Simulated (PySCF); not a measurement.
Can point charges reproduce the dipole moment of `CN[Si@@H]1O[SiH2]O[Si@@H](C)O1`?

Coordinates (GFN2-xTB, Å) and charges (e) from the PBE0/pcSseg-1 density (PySCF):

```csv
atom,x,y,z,Mulliken,IAO,Hirshfeld,ESP-fitted
C1,3.208,-0.755,0.258,-0.1046,-0.2990,-0.0674,-0.0859
N2,2.365,0.417,0.254,-0.6736,-0.6913,-0.2483,-0.6905
Si3,0.918,0.475,-0.653,+1.1612,+1.3991,+0.4773,+0.9103
O4,0.270,1.936,-0.358,-0.7425,-0.8918,-0.3092,-0.6032
Si5,-1.217,2.301,0.169,+1.0247,+1.2210,+0.4627,+0.8258
O6,-2.018,0.940,0.541,-0.7468,-0.8911,-0.3100,-0.6088
Si7,-1.522,-0.612,0.583,+1.1306,+1.3345,+0.4830,+1.0842
C8,-2.747,-1.675,-0.383,-0.6478,-0.7546,-0.2175,-0.8806
O9,-0.058,-0.709,-0.121,-0.7508,-0.8927,-0.3072,-0.5535
H10,2.568,-1.633,0.257,+0.1183,+0.1503,+0.0466,+0.0887
H11,3.860,-0.803,-0.621,+0.1020,+0.1213,+0.0336,+0.0577
H12,3.830,-0.768,1.154,+0.1171,+0.1447,+0.0451,+0.0847
H13,2.901,1.270,0.311,+0.1951,+0.2634,+0.1181,+0.3582
H14,0.951,0.316,-2.105,-0.1629,-0.1958,-0.0947,-0.1569
H15,-1.042,3.064,1.394,-0.1471,-0.1643,-0.0808,-0.1389
H16,-1.939,2.899,-0.943,-0.1487,-0.1665,-0.0828,-0.1309
H17,-1.329,-0.956,1.988,-0.1434,-0.1727,-0.0879,-0.1983
H18,-2.439,-2.715,-0.374,+0.1383,+0.1615,+0.0453,+0.1998
H19,-3.732,-1.620,0.066,+0.1386,+0.1618,+0.0454,+0.2099
H20,-2.835,-1.362,-1.420,+0.1422,+0.1623,+0.0485,+0.2283
```

Problem. What dipole does each set of charges give (1 e·Å = 4.803 D), and what does the density give?

Solution. The full density gives (0.96, -0.39, -0.23) D, 1.06 D in size; dipole vectors point from the negative to the positive end.

```csv
scheme,μx,μy,μz,size (D),share of the full size (%),angle to the full dipole (°)
Mulliken,1.11,-1.02,-0.06,1.51,142,23
IAO,0.51,0.02,-0.09,0.52,49,24
Hirshfeld,0.54,-0.23,0.09,0.59,56,21
ESP-fitted,0.95,-0.41,-0.25,1.06,100,2
```

Problem. Which set comes closest?

Solution. Length of the difference vector: ESP-fitted 0.03 D, Hirshfeld 0.55 D, IAO 0.63 D, Mulliken 0.67 D. Closest: ESP-fitted. 

Problem. What is left for the Hirshfeld atoms' own dipoles?

Solution. The Hirshfeld atoms' densities add up to the full density, so μ = Σ q r + Σ (atomic dipoles). The atomic dipoles sum to (0.96, -0.39, -0.23) − (0.54, -0.23, 0.09) = (0.42, -0.16, -0.32) D, 0.55 D in size.

Problem. With the origin at the mean of the coordinates, (0.000, 0.001, 0.000) Å, which are the largest single terms, by size, of the Mulliken dipole along the direction of the full one?

Solution. Si5 -9.78, O6 +8.21, Si7 -6.92, N2 -6.24, C8 +5.54 D; all 20 atoms together +1.39 D. The single terms depend on the origin, their sum doesn't.

Problem. Give the size of the full dipole in other units.

Solution. 1.06 D = 0.418 au = 0.221 e·Å = 3.54 × 10⁻³⁰ C·m.

The structure is a single GFN2-xTB conformer in the gas phase; no vibrational or solvent corrections.

The run behind these numbers computed NMR shieldings as well. On an Arm Neoverse N1 with one thread, on a shared host, this took 92 s of wall time and 1.1 GiB of memory at its peak.
